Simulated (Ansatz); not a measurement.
Molecule: sum formula GaBrCl₂ (charge 0, singlet). 
Coordinates optimised at B3LYP-D3(BJ)/def2-TZVP (Ansatz, a program for electronic structure):
SMILES: [Cl][Ga]([Cl])[Br]
```xyz
4

Cl    -1.1094     2.1013     0.0083
Ga    -0.4196     0.0856     0.0056
Cl    -1.8435    -1.4990     0.0313
Br     1.8059    -0.3683    -0.0242
```
Charge 0, spin multiplicity 1.

Wanted: vertical triplet-singlet gap (E(triplet) - E(singlet); each state is the SCF solution reached for its spin; for the triplet the Hartree-Fock reference is unstable and T1 is 0.018), in eV. Correlated levels leave the core frozen unless marked. Open shells are spin-unrestricted. Spin-orbit coupling is left out. The frozen core is the preceding noble-gas configuration, with the filled d and f shells of earlier blocks. Non-relativistic. CBS(X,Y): correlation extrapolated as X^-3; Hartree-Fock from the larger set.

```json
[
 {"level": "SVWN5/def2-TZVPD", "program": "Ansatz", "vertical triplet-singlet gap (eV)": "4.55"},
 {"level": "r2SCAN/def2-TZVPD", "program": "Ansatz", "vertical triplet-singlet gap (eV)": "4.97"},
 {"level": "PBE0/def2-TZVPD", "program": "Ansatz", "vertical triplet-singlet gap (eV)": "5.22"},
 {"level": "RI-MP2/CBS(def2-TZVPPD,def2-QZVPPD)", "program": "Ansatz", "vertical triplet-singlet gap (eV)": "6.20"},
 {"level": "CCSD/def2-QZVPPD", "program": "Ansatz", "vertical triplet-singlet gap (eV)": "5.90"},
 {"level": "CCSD(T)/def2-QZVPPD", "program": "Ansatz", "vertical triplet-singlet gap (eV)": "5.88"}
]
```
